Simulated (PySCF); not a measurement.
Compound: (MeSi)4S6 adamantane, C₄H₁₂S₆Si₄.
Cartesian coordinates in Å at the PBE0-D3(BJ)/def2-SVP level; atoms count from 1:
```xyz
26
C4H12S6Si4 angstrom
Si     1.0509    0.1966   -1.7688
C      1.9991    0.3728   -3.3552
S      0.4298    2.1715   -1.2026
Si    -0.6480    1.8624    0.6286
C     -1.2307    3.5339    1.1880
S      0.6098    1.0903    2.1874
Si     1.2208   -0.8308    1.4463
C      2.3194   -1.5755    2.7446
S      2.4021   -0.6656   -0.3401
S     -0.4424   -2.1691    1.2079
Si    -1.6412   -1.2285   -0.3064
C     -3.1083   -2.3329   -0.5828
S     -0.6201   -1.0848   -2.1898
S     -2.4093    0.6714    0.3361
H      1.3595    0.8339   -4.1229
H      2.8823    1.0090   -3.1951
H      2.3282   -0.6158   -3.7094
H     -1.8062    3.4363    2.1207
H     -1.8747    3.9803    0.4151
H     -0.3692    4.1953    1.3631
H      2.6834   -2.5582    2.4090
H      3.1816   -0.9175    2.9316
H      1.7560   -1.7037    3.6813
H     -3.7659   -1.8955   -1.3490
H     -3.6757   -2.4454    0.3533
H     -2.7727   -3.3247   -0.9213
```

Computed with PBE0-D3(BJ)/def2-SVP geometry optimisation, gas phase in PySCF 2.14.0.

Take the most abundant isotopes and a rigid rotor. The values belong to one conformer.

Question: What are A, B and C (MHz)?

Answer: Ia = 1781.38, Ib = 1782.11, Ic = 1784.00 u·Å²; 505379 MHz·u·Å²/I gives A = 283.7, B = 283.6, C = 283.3 MHz.

Question: Classify the top.

Answer: A spherical top, as the point group Td requires three equal moments.

The point group Td allows no dipole (computed: 0.03 D), so a rigid rotor has no electric-dipole lines.

Question: Estimate the classical rotational partition function at 10 K, 25 K and 50 K.

Answer: Point group Td, symmetry number σ = 12; q = (√π/σ)·√((kT/h)³/(ABC)), k/h = 20836.6 MHz/K: 2940 at 10 K, 11600 at 25 K, 32900 at 50 K.

No PBE0-D3(BJ)/def2-SVP frequencies stand behind this structure, so it isn't proved a minimum. No vibrational averaging or centrifugal distortion is included, and the geometry carries the error of its method.
